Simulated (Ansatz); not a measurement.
Ansatz (a quantum-chemistry and plane-wave program) input (B3LYP/6-311+G**): The .json file is the Basis Set Exchange's 6-311+G**.

Ansatz 0.2 input:
```yaml
crystal:
  periodic: [false, false, false]
  atoms:
    - {symbol: C, position_ang: [-2.01214200, 0.22427500, 0.56269000]}
    - {symbol: C, position_ang: [-0.98846100, -0.54137900, 0.29112200]}
    - {symbol: B, position_ang: [0.42790600, -0.02811400, -0.12010500]}
    - {symbol: O, position_ang: [0.65264200, 1.31833200, -0.21389800]}
    - {symbol: O, position_ang: [1.37717700, -0.98814200, -0.36629100]}
    - {symbol: H, position_ang: [-3.04632300, 0.11761100, 0.85690400]}
    - {symbol: H, position_ang: [-1.11768700, -1.62876900, 0.35212100]}
    - {symbol: H, position_ang: [1.54149200, 1.58041100, -0.47061200]}
    - {symbol: H, position_ang: [2.24806300, -0.66757700, -0.61925500]}
basis:
  gaussian:
    orbitals: 6-311+G__.json
hamiltonian:
  xc: {name: B3LYP}
magnetization: {spin_polarized: true, initial_magnetization: 1}
output: {forces: true}
```

Output:

```
Functional definition: B3LYP
integrals: 0.06 GiB planned
1133 factors; their error is unknown
mean field: 0.65 GiB planned
mean field evaluation 1: about -6899.0005 eV, gradient 5.9e1 eV
mean field evaluation 2: about -6883.0856 eV, gradient 8.7e1 eV
mean field evaluation 4: about -6911.9004 eV, gradient 4.7e0 eV
mean field evaluation 8: about -6912.0208 eV, gradient 1.2e-1 eV
mean field evaluation 16: about -6911.9907 eV, gradient 4.1e-4 eV
mean field -6911.99067754 eV, -254.0109722842 hartree, gradient 2.2e-5 eV, S^2 0.759748; 0 other end points of the search recorded, 0 dependent functions left out
the calculation of the forces begins
reference -6911.99097941 eV, -254.0109833775 hartree; 19, 18 occupied and 115, 116 virtual orbitals, 1133 factors
Total energy: -6911.99097941 eV, -254.0109833775 hartree
Atom 0 at    -2.012142     0.224275     0.562690 Å, force    -0.166584     0.150807     0.043601 eV/Å
Atom 1 at    -0.988461    -0.541379     0.291122 Å, force     0.188830    -0.106717    -0.050873 eV/Å
Atom 2 at     0.427906    -0.028114    -0.120105 Å, force    -0.075725    -0.017959     0.021772 eV/Å
Atom 3 at     0.652642     1.318332    -0.213898 Å, force     0.057126     0.061533    -0.017507 eV/Å
Atom 4 at     1.377177    -0.988142    -0.366291 Å, force     0.082355    -0.022335    -0.022734 eV/Å
Atom 5 at    -3.046323     0.117611     0.856904 Å, force    -0.056232     0.003865     0.015779 eV/Å
Atom 6 at    -1.117687    -1.628769     0.352121 Å, force     0.005036    -0.054400    -0.000193 eV/Å
Atom 7 at     1.541492     1.580411    -0.470612 Å, force    -0.019350    -0.002642     0.005519 eV/Å
Atom 8 at     2.248063    -0.667577    -0.619255 Å, force    -0.015456    -0.012152     0.004635 eV/Å
Dipole moment:     0.422105     0.031437    -0.119811 e Å
```

The geometry given is a B3LYP-D3(BJ)/def2-TZVP minimum.
